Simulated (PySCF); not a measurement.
Species: trichloro(fluoro)methane, CCl3F, charge 0, multiplicity 1. 
Structure (B3LYP-D3(BJ)/def2-TZVP (Ansatz) minimum search):
```
C
F 1 1.3406
Cl 1 1.7761 2 108.42
Cl 1 1.7761 2 108.42 3 -120.00
Cl 1 1.7761 2 108.42 4 -120.00
```
Charge 0, spin multiplicity 1.

Dispersion corrections to the total energy (kcal/mol) from the dftd3 and dftd4 libraries through PySCF: D3(BJ) without and D4 with the three-body term, each with the damping fitted for the functional named.

| functional | D3(BJ) | D4 |
|---|---|---|
| PW6B95 | … | -3.42 |
| revPBE | -8.91 | -12.12 |
| B2GP-PLYP | -2.99 | -1.66 |
| B3LYP | -6.75 | -6.60 |
| BP86 | -6.34 | -5.43 |
| PBE0 | … | -3.34 |
| BLYP | … | -9.03 |

**Question.** Some entries are withheld; supply them.

**Answer.** 
- PW6B95, D3(BJ): -2.05
- PBE0, D3(BJ): -3.16
- BLYP, D3(BJ): -8.21
